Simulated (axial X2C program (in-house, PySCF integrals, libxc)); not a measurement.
**RbSi: cheaper levels and CCSD(T), two-component**

All values were computed with an in-house relativistic program for diatomic molecules. Two-component (2c) means X2C with spin–orbit coupling and atomic mean-field two-electron Coulomb and Gaunt terms. Basis: Rb dyall-cv3z [12s13p8d4f1g], Si dyall-v3z [8s7p2d1f] (cores contracted in-house); Gaussian nuclei, density fitting, unrestricted open shells. Masses: Rb 84.912 u, Si 27.977 u.

State: Ω = 3/2 (⟨Sz⟩ = 1.50, ⟨Lz⟩ = 0.00 at HF); fragments Rb + Si.

```csv
level,Re (Å),ωe (cm⁻¹),De (eV)
PBE0,3.150,175.2,1.64
HF,3.276,167.8,1.14
MP2,3.165,180.5,1.56
CCSD,3.187,177.9,1.47
B3LYP,3.191,165.7,1.36
BLYP,3.217,156.2,1.32
PBE50,3.146,180.2,1.66
```

Correlated methods: 13 electrons correlated (number of frozen shells: Rb 3 s, 2 p, 1 d; Si 2 s, 1 p), 233 virtual spin orbitals or spinors in MP2, 131 natural virtuals in coupled cluster.

CCSD(T), same Hamiltonian and basis:

Re = 3.177 Å, ωe = 178.9 cm⁻¹, De = 1.53 eV; T1 = 0.010 (Lee–Taylor normalisation).

(1) Give the differences from CCSD(T) in the columns below.

The state is one determinant whose occupation by symmetry is held fixed; it was picked as the lowest of a PBE0 search that is not exhaustive. De is counted from the lowest determinant-based energies of the atoms at the same level, without counterpoise correction. Density functionals use the spin component along the axis (collinear). Coupled cluster ran in a truncated set of natural virtual spinors; the MP2 energy of the rest was added. (T) has no such correction and the atoms are truncated less, which lowers De at CCSD(T) by a hundredth of an eV or more. In 2c an atomic determinant is not the ground J level, so De misses part of the atomic spin–orbit lowering. This holds for PBE0, MP2, CCSD, B3LYP, BLYP, PBE50, CCSD(T). PBE0 can misorder states that lie within some tenths of an eV, so this need not be the ground state of the molecule. The nearest other 2c determinant of the search, Ω = 1/2, lies 0.45 eV up at the distance of the search. The functionals have no current-density term, which raises determinants with orbital currents, atoms included. With several unpaired electrons one determinant need not be a pure state. This is the top spin component of a Σ state; components of lower Ω are not single determinants and can lie lower.

Results:

(1) 

```tsv
level	ΔRe (Å)	Δωe (cm⁻¹)	ΔDe (eV)
PBE0	-0.027	-3.7	0.11
HF	0.099	-11.1	-0.39
MP2	-0.012	1.6	0.03
CCSD	0.010	-1.0	-0.06
B3LYP	0.014	-13.2	-0.17
BLYP	0.040	-22.7	-0.21
PBE50	-0.031	1.3	0.13
```
